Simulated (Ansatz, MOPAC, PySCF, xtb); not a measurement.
Pair of molecules: GaH3O (SMILES [OH][GaH2]) (first 5 atoms) with H2O (SMILES O); geometry from B3LYP-D3(BJ)/def2-TZVP, rigid monomers moved along the line of their centres of mass till H3···O6 is 3.43 Å.
(charge 0, multiplicity 1):
```xyz
8

O     -0.4482    -0.9819     1.0283
Ga     0.3858    -0.3830    -0.4381
H     -0.3631    -0.4026     1.8023
H      0.2403    -1.3218    -1.6765
H      1.1604     0.9772    -0.3617
O     -0.5495     1.0259     4.9185
H     -0.1758     0.4705     5.6117
H     -1.4543     1.2114     5.1934
```

Counterpoise-corrected where a basis set is named; no monomer relaxation.

Correlated levels freeze the cores. Filled d and f shells under p-block atoms count as core. The state that PM6 reach isn't checked.

Run with Ansatz (an electronic-structure program); MOPAC for PM6 (differences of heats of formation); PySCF for the dispersion terms; xtb for the GFN methods. Values without a source in brackets are computed.

```csv
level,interaction energy (kcal/mol)
GFN-FF,-1.23
PM6,-0.93
HF/aug-cc-pVDZ,-1.13
PBE/def2-TZVPPD,-1.21
B3LYP/def2-TZVPPD,?
PBE0-D3(BJ)/def2-TZVPPD,-1.31
PBE0-D4/def2-TZVPPD,-1.30
MP2/aug-cc-pVDZ,-1.21
SCS-MP2/aug-cc-pVDZ,-1.17
```

**Question.** What belongs in the gaps?

**Answer.** 
- B3LYP/def2-TZVPPD, interaction energy (kcal/mol): -1.04
